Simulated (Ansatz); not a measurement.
```tsv
atom	x (Å)	y (Å)	z (Å)
F	0.0001	-0.3833	-1.1944
H	0.0004	0.4546	-0.7979
F	-0.0006	0.3850	1.1944
H	0.0005	-0.4551	0.7977
```

Basis set: 6-31G* (spherical functions). Frozen core: 2 orbitals. Charge 0, multiplicity 1.

Computed with Ansatz (development build ahead of 0.2.0); each method stands on the lowest determinant of its kind that the runs found. Restricted open shells among the atoms or ions are ROHF, correlated in semicanonical orbitals with singles.

The atomization energy at this shape (free ground-state atoms in the same class of orbitals less the molecule, no zero-point energy) of singlet H2F2:

```json
{"method": "RHF", "atomization energy": "7.98 eV"}
```

**Question.** What does RHF-MP2 give?

**Answer.** 11.00 eV.
